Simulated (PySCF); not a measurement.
These compounds are isomers of formula C5H3N3.

A. `C1(C#C)=NC=NN=C1`
B. `InChI=1S/C5H3N3/c1-2-5-3-6-8-7-4-5/h1,3-4H`
C. `N#Cc1ccncn1`
D. `C#Cc1ccnnn1`

Spectrum 1. ¹³C{¹H} NMR (computed): δ 154.9 (CH), 119.9 (C), 103.0 (CH), 81.9 (C).

Spectrum 2. ¹³C{¹H} NMR (computed): δ 152.4 (CH), 148.7 (C), 127.4 (CH), 98.1 (CH), 85.1 (C).

Spectrum 3. ¹³C{¹H} NMR (computed): δ 165.7 (CH), 164.7 (CH), 147.6 (C), 132.9 (CH), 121.7 (C).

Spectrum 4. ¹³C{¹H} NMR (computed): δ 162.5 (CH), 159.8 (CH), 147.2 (C), 98.6 (CH), 84.3 (C).

- J: B3LYP/pcJ-1 (spin–dipole term left out of most H,H and C,H couplings)
- PBE0/pcSseg-1 with gauge-including orbitals
- geometry: GFN2-xTB
- program: PySCF 2.14
- non-relativistic, a single conformation, no solvent model, averaged over atoms made equivalent by symmetry, fast rotation or ring inversion

References, each an isolated molecule treated in the same way: ¹³C (186.93 ppm) vs TMS. Shifts are as computed. Against solution values, carbons near 30 ppm lie about +3 ppm off and those near 130 ppm about +5 ppm. Of 1211 compounds with measured shifts, 218 miss one by over three times the rms of a fit or turn the order of signals round; such compounds aren't used in these exercises.

Problem. Match each spectrum to its structure.

Solution. 1–B, 2–D, 3–C, 4–A.

- Spectrum 1 (B): 4 ¹³C signals; δC 154.9 is an aromatic CH next to a ring nitrogen; δC 103.0 is a terminal alkyne carbon.
- Spectrum 2 (D): 5 ¹³C signals; δC 152.4 is an aromatic CH next to a ring nitrogen; δC 127.4 is an aromatic CH.
- Spectrum 3 (C): 5 ¹³C signals; δC 164.7 is an aromatic CH next to a ring nitrogen; δC 132.9 is an aromatic CH.
- Spectrum 4 (A): 5 ¹³C signals; δC 159.8 is an aromatic CH next to a ring nitrogen; δC 98.6 is a terminal alkyne carbon.
